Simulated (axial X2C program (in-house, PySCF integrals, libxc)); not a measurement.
Results of a calculation; reference values are marked as such.
**CoBr⁺: input and output**

Program: an axial X2C code built on PySCF integrals.

The run was started with this input:
```json
{"zs": [35, 27], "q": 1, "bas": ["dyall-cv3z", "dyall-cv3z"], "levels": ["PBE0", "HF", "B3LYP"], "cc": true, "r0": 2.25, "thr": -2.0, "nmax": 90, "npts": 10, "nst": 2, "ntry": 6}
```
```bash
python so2c.py task.json out
```

Keys: zs atomic numbers; q charge; bas basis sets; levels methods; cc coupled cluster on or off; r0 starting distance in Å; thr threshold in hartree for freezing inner shells (an s shell follows its p shell); nmax most natural virtual spinors; npts points on the curve; nst determinants followed; ntry starts of the search. HF also brings MP2.

Output of the HF step, 2c, at R = 2.151 Å for the state Ω = 7/2. It starts from PBE0 orbitals of this distance.

```
two-component X2C + atomic mean field  HF
basis functions 210  fitting functions 1174  grid points 5798
iter        total energy     max residual
   1      -3994.846883638     2.41e-01
   2      -3994.909441050     2.23e-02
   3      -3994.919015303     6.22e-02
   4      -3994.923893667     9.16e-03
   5      -3994.924414858     2.16e-03
   6      -3994.924601096     2.53e-03
   7      -3994.924635597     9.34e-04
   8      -3994.924649146     5.69e-04
   9      -3994.924653262     5.04e-04
  10      -3994.924657004     3.97e-04
  11      -3994.924659492     2.92e-04
  12      -3994.924661592     1.86e-04
  13      -3994.924663038     1.48e-04
  14      -3994.924663905     1.06e-04
  15      -3994.924664243     5.62e-05
  16      -3994.924664330     3.13e-05
  17      -3994.924664346     9.82e-06
  18      -3994.924664349     4.92e-06
  19      -3994.924664350     3.37e-06
  20      -3994.924664350     2.08e-06
converged
one-electron -5997.70658309  Coulomb 1921.39279502  exact exchange -149.70596565  xc functional 0.00000000  nuclear repulsion 232.48371191  atomic mean-field constant -1.38862254
correlated 15  virtual 265  natural virtual 90  E(MP2) -0.405858711  MP2 remainder -0.036887441
iter   CCSD correlation   residual
   1     -0.370871812   1.15e-01
   2     -0.378636434   5.59e-02
   3     -0.382216346   3.25e-02
   4     -0.383106167   1.99e-02
   5     -0.384032451   1.22e-02
   6     -0.384390364   5.42e-03
   7     -0.384441864   2.18e-03
   8     -0.384474629   1.18e-03
   9     -0.384451844   7.15e-04
  10     -0.384463120   3.66e-04
  11     -0.384458995   1.72e-04
  12     -0.384461701   8.77e-05
  13     -0.384461950   5.04e-05
  14     -0.384461694   3.14e-05
  15     -0.384461455   2.17e-05
  16     -0.384461192   1.52e-05
  17     -0.384461024   1.06e-05
  18     -0.384461014   7.43e-06
(T) -0.013279985  T1 0.0479  D1 0.1419  max T2 0.050
```
Energies are in hartree; totals compare only within one Hamiltonian and basis. T1 is large, a sign of multireference character or of a spin-contaminated reference. T1 in the output is the amplitude norm over the root of the electron number; divide by √2 for the Lee–Taylor value.
